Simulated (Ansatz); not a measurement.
Gas-phase electronic energies from Ansatz, PBE0-D4/def2-TZVP geometries. CCSD(T)/CBS adds triple-zeta CCSD(T) − MP2 to the extrapolated MP2 energy (def2 sets, frozen cores). This one scheme is used for every species. Functionals use def2-TZVPP. B3LYP here is the variant with VWN-RPA as its local correlation; programs differ in this. HSE06 is defined as in plane-wave codes. For Ge outer-core shells are correlated without core-valence functions, which leaves a few kJ/mol of doubt a bond. Scalar relativity is left out up to krypton. One conformer a species, not always the lowest.

Reaction (formal exchange of groups at a B–O bond): `O[BH][GeH3]` + `O[SiH3]` → `O[SiH2][BH][GeH3]` + H₂O

CCSD(T)/CBS gives +151.4 kJ/mol.

Another level gave +170.9 kJ/mol. Which?
A. HSE06-D4/def2-TZVPP
B. r2SCANh/def2-TZVPP
C. CAM-B3LYP/def2-TZVPP
D. B3LYP/def2-TZVPP

C. CAM-B3LYP 170.9, r2SCANh 157.0, HSE06-D4 148.8, B3LYP 166.6 kJ/mol.

Largest T1 diagnostic among the species: 0.013.

Leaving LDA and LC-ωPBE aside and taking each functional with its dispersion term where it has one, the values, not all of them listed here, spread over 21.3 kJ/mol, from revPBE-D4 to B2PLYP. LDA lies +5.0 kJ/mol from PBE without D4. The D4 term adds −7.8 kJ/mol with B3LYP and −4.5 kJ/mol with PBE0; it sums over pairs of atoms, weighted by their polarisabilities, and B3LYP, whose exchange is more repulsive, gets the larger term.
